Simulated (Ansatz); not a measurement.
Total energies of GaGe22H32, a doped nanocrystal cut from the lattice of germanium (Ga on an inner site) from Ansatz at PBE0-D4/def2-SVP, gas phase (1 Eh = 27.2114 eV = 2625.5 kJ/mol). The reference geometry is relaxed at r2SCAN-D4/def2-SVP.

Cartesian coordinates in Å:
```
Ge 1.6005 1.7396 -4.1907
Ge 2.5703 3.5415 2.2727
Ge -1.7304 2.2293 3.1472
Ge -2.1869 0.4326 -3.5298
Ge -3.7188 0.7019 0.0815
Ge 0.0447 1.8974 -0.4194
Ge 3.0364 -0.7290 -1.3944
Ge 1.2186 -0.2774 2.2481
Ge -0.9105 -2.0184 -0.7326
Ge -2.4956 -1.6076 2.9901
Ge 0.8160 -4.4453 1.9226
Ge 1.7228 3.6091 0.0026
Ge -0.4220 1.9702 -2.8564
Ge 2.7615 -0.3485 -3.7772
Ge -2.0488 2.3505 0.7420
Ge 3.0200 1.2371 2.8804
Ge -0.7962 0.0291 3.5831
Ge -4.2031 0.9651 -2.2850
Ge -1.6167 -1.8824 -3.0605
Ge -2.9011 -1.5408 0.5917
Ga 0.8984 -0.4604 -0.2586
Ge 2.1905 -2.5328 2.5214
Ge -0.1155 -4.2772 -0.3116
H 1.1820 1.8502 -5.6726
H 2.5235 2.9338 -3.8791
H 3.8517 4.3894 2.3949
H 1.5221 4.1298 3.2322
H -3.0875 2.3756 3.8681
H -0.7961 3.3453 3.6530
H -2.4212 0.6436 -5.0447
H -4.9975 0.9663 0.9132
H 4.0944 0.2793 -0.8939
H 3.6534 -2.1347 -1.2282
H -3.7974 -1.2313 3.7320
H -2.0806 -3.0142 3.4628
H -0.3052 -4.5862 2.9653
H 1.7179 -5.6918 2.0418
H 1.1181 4.9957 -0.3025
H 2.8943 3.3796 -0.9731
H -0.9713 3.4109 -3.0522
H 4.1110 -0.3228 -4.5246
H 1.9188 -1.4875 -4.3823
H -2.5244 3.7652 0.3312
H 3.2712 1.1181 4.3990
H 4.2935 0.7645 2.1521
H -0.4019 -0.1063 5.0735
H -4.6529 2.4133 -2.5657
H -5.3466 0.0177 -2.7023
H -2.8630 -2.7596 -3.3075
H -0.4987 -2.3745 -4.0005
H -4.0282 -2.5471 0.2535
H 3.4874 -2.5446 1.6882
H 2.5957 -2.6313 4.0129
H 1.0149 -4.5837 -1.3159
H -1.2119 -5.3463 -0.4959
```

```
                 state   geometry   energy (Eh)
      charge 0 doublet  reference  -47626.81952
      charge 1 singlet  reference  -47626.55421
     charge -1 singlet  reference  -47626.95487
free Ge atom (triplet)          –   -2076.39507
free Ga atom (doublet)          –   -1924.30552
 free H atom (doublet)          –      -0.50029
```

Single mean-field runs in def2-SVP are fitted with def2-universal-jkfit.

Other spin states of the ions weren't run at this level and may lie lower.

Problem. Work out the vertical ionisation energy to the singlet.

Solution. E(charge 1 singlet) − E(charge 0 doublet) = -47626.55421 − (-47626.81952) = 0.26531 Eh = 7.22 eV. For comparison, −ε of the highest occupied level of the spin that leaves is 6.25 eV at this level, 0.97 eV less.

Problem. Work out the vertical electron affinity, to the singlet.

Solution. E(charge 0 doublet) − E(charge -1 singlet) = -47626.81952 − (-47626.95487) = 0.13535 Eh = 3.68 eV. The basis lacks diffuse functions, which makes affinities too small.

Problem. Give the fundamental gap IE − EA, the Mulliken electronegativity (IE + EA)/2 and the hardness (IE − EA)/2.

Solution. From the values in Eh: IE − EA = 0.26531 − 0.13535 = 0.12996 Eh = 3.54 eV; (IE + EA)/2 = 5.45 eV; (IE − EA)/2 = 1.77 eV.

Problem. What is the binding energy per atom against free atoms?

Solution. Atoms: 22 × (-2076.39507) + 1 × (-1924.30552) + 32 × (-0.50029) = -47621.00634 Eh. Binding: -47621.00634 − (-47626.81952) = 5.81318 Eh = 158.18 eV, or 2.88 eV for each of 55 atoms (no zero-point energy, no counterpoise term).
